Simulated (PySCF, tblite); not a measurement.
Parent: `[CH3:1][CH2:2][C@@H:3]([CH3:4])[P@@:5]([CH3:6])(=[O:7])[OH:8]` with C1–C2–C3–C4 174°, C2–C3–P5–C6 -61°, C3–P5–O8–H -125°, C5H13O2P.

The geometries are computed with GFN2-xTB (gas phase). One conformer each, not checked by frequencies here.

```
coordinate of the parent    value
                   C1–C2  1.522 Å
                   C2–C3  1.527 Å
                   C3–C4  1.523 Å
                   C3–P5  1.851 Å
                   P5–C6  1.833 Å
                   P5=O7  1.470 Å
                   P5–O8  1.620 Å
                C1–C2–C3   113.0°
                C2–C3–C4   111.3°
                C2–C3–P5   111.7°
                C4–C3–P5   110.5°
                C3–P5–C6   108.4°
                C3–P5–O7   116.8°
                C3–P5–O8   102.6°
                C6–P5–O7   114.6°
                C6–P5–O8   103.0°
                O7–P5–O8   109.8°
```

**Question.** How does the shared frame change in `[CH2:1]=[CH:2][P@@:3](=[O:4])([OH:5])[C@H:6]([CH3:7])[CH2:8][CH3:9]` with C1–C2–P3–O4 9°, C2–P3–O5–H -113°, C2–P3–C6–C7 174°, P3–C6–C8–C9 61°, C6H13O2P? Atoms pair as C1 = C9, C2 = C8, C3 = C6, C4 = C7, P5 = P3, C6 = C2, O7 = O4, O8 = O5 (parent first).

**Answer.** 
```
  parent  relative  value in the relative  change
   C1–C2     C9–C8                1.523 Å  +0.001
   C2–C3     C8–C6                1.526 Å  -0.001
   C3–C4     C6–C7                1.521 Å  -0.002
   C3–P5     C6–P3                1.849 Å  -0.002
   P5–C6     P3–C2                1.819 Å  -0.014
   P5=O7     P3=O4                1.468 Å  -0.002
   P5–O8     P3–O5                1.622 Å  +0.002
C1–C2–C3  C9–C8–C6                 113.0°     0.0
C2–C3–C4  C8–C6–C7                 114.0°    +2.7
C2–C3–P5  C8–C6–P3                 111.0°    -0.7
C4–C3–P5  C7–C6–P3                 107.3°    -3.2
C3–P5–C6  C6–P3–C2                 106.6°    -1.8
C3–P5–O7  C6–P3–O4                 118.3°    +1.5
C3–P5–O8  C6–P3–O5                 101.0°    -1.6
C6–P5–O7  C2–P3–O4                 115.3°    +0.7
C6–P5–O8  C2–P3–O5                 103.0°     0.0
O7–P5–O8  O4–P3–O5                 110.7°    +0.9
```

Of the parent's bonds, P5–C6 changes most (-0.014 Å). Bonds of the relative outside the shared frame: C1=C2 1.320 Å. Point group C1 → C1.

**Question.** How does the shared frame change in `[CH3:1][CH:2]([CH3:3])[CH2:4][P@:5]([CH3:6])(=[O:7])[OH:8]` with C1–C2–C4–P5 -172°, C2–C4–P5–C6 59°, C4–P5–O8–H 127°, C5H13O2P? Atoms pair as C1 = C3, C2 = C2, C3 = C4, P5 = P5, C6 = C6, O7 = O7, O8 = O8 (parent first).

**Answer.** 
| parent | relative | value in the relative | change |
| --- | --- | --- | --- |
| C1–C2 | C3–C2 | 1.525 Å | +0.003 |
| C2–C3 | C2–C4 | 1.526 Å | -0.001 |
| C3–P5 | C4–P5 | 1.837 Å | -0.014 |
| P5–C6 | P5–C6 | 1.832 Å | -0.001 |
| P5=O7 | P5=O7 | 1.470 Å | 0.000 |
| P5–O8 | P5–O8 | 1.620 Å | 0.000 |
| C1–C2–C3 | C3–C2–C4 | 110.4° | -2.6 |
| C2–C3–P5 | C2–C4–P5 | 113.7° | +2.0 |
| C3–P5–C6 | C4–P5–C6 | 107.5° | -0.9 |
| C3–P5–O7 | C4–P5–O7 | 117.7° | +0.9 |
| C3–P5–O8 | C4–P5–O8 | 101.5° | -1.1 |
| C6–P5–O7 | C6–P5–O7 | 115.0° | +0.4 |
| C6–P5–O8 | C6–P5–O8 | 103.0° | 0.0 |
| O7–P5–O8 | O7–P5–O8 | 110.4° | +0.6 |

Of the parent's bonds, C3–P5 changes most (-0.014 Å). Bonds of the relative outside the shared frame: C1–C2 1.528 Å. Point group C1 → C1.
